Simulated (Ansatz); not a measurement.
Species: BClI2, SMILES `IB(Cl)I` (charge 0, multiplicity 1), formula BClI$_{2}$.

Q: How many basis functions does frozen-core CCSD(T)/def2-TZVPP // PBE0-D3(BJ)/def2-TZVP (Ansatz, a quantum-chemistry and plane-wave program) use, how many core orbitals are frozen, and how many electrons are correlated?

A: 173 basis functions and 14 frozen orbitals, which leaves 44 correlated electrons (filled d shells below the valence shell are correlated). Core time is of the order of minutes.
